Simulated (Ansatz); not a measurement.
`O[Si@@H](F)N[Si@@H](O)F` + H₂S → `O[SiH](F)S` + `N[SiH](O)F`  (ligand exchange at the Si–N bond)

Gas-phase electronic energies from Ansatz, PBE0-D4/def2-TZVP geometries. CCSD(T)/CBS adds triple-zeta CCSD(T) − MP2 to the extrapolated MP2 energy (def2 sets, frozen cores). This one scheme is used for every species. Functionals use def2-TZVPP. One conformer a species, not always the lowest.

`O[Si@@H](F)N[Si@@H](O)F`:

Z-matrix (Å, degrees):
```
Si
F 1 1.594
N 1 1.715 2 107.2
O 1 1.623 2 112.6 3 120.2
H 1 1.471 2 105.9 3 -122.9
Si 3 1.701 1 128.9 2 130.0
H 3 1.012 1 116.6 2 -44.2
H 4 0.961 1 118.5 2 -77.4
O 6 1.628 3 106.0 1 -160.0
F 6 1.603 3 108.0 1 -40.5
H 6 1.476 3 115.8 1 75.8
H 9 0.958 6 118.7 3 -163.7
```

H₂S:

Z-matrix (Å, degrees):
```
S
H 1 1.341
H 1 1.341 2 92.3
```

`O[SiH](F)S`:

Z-matrix (Å, degrees):
```
Si
F 1 1.594
S 1 2.124 2 107.3
O 1 1.624 2 112.2 3 -119.5
H 1 1.470 2 107.1 3 123.8
H 3 1.344 1 93.3 2 34.3
H 4 0.959 1 118.6 2 71.2
```

`N[SiH](O)F`:

```xyz
8

N     0.778   -0.891   -0.090
Si   -0.144    0.531   -0.220
O    -1.565    0.368    0.557
F     0.780    1.661    0.425
H     1.783   -0.855   -0.138
H     0.420   -1.780   -0.395
H    -0.512    0.998   -1.568
H    -1.541   -0.032    1.429
```

(1) Is it downhill or uphill in electronic energy at CCSD(T)/CBS, and by how much? (Estimate.)

(2) What do these levels give: r2SCAN-D4, ωB97M-V, B2PLYP, PBE, SCS-MP2/def2-QZVPP, MP2/CBS(def2)? (Best estimate.)

Largest T1 diagnostic among the species: 0.012.

Results:

(1) The calculation gave: Uphill: ΔE = +4.9 kcal/mol.

(2) Computed: r2SCAN-D4 4.0, ωB97M-V 4.9, B2PLYP 4.4, PBE 1.4, SCS-MP2/def2-QZVPP 5.0, MP2/CBS(def2) 4.1 kcal/mol.

From PBE to PBE0 (25 % exact exchange), in def2-TZVPP and without D4, ΔE moves by +1.0 kcal/mol. The D4 term adds +1.4 kcal/mol with B3LYP and +0.9 kcal/mol with PBE0; it sums over pairs of atoms, weighted by their polarisabilities, and B3LYP, whose exchange is more repulsive, gets the larger term.

B3LYP here is the variant with VWN-RPA as its local correlation; programs differ in this.
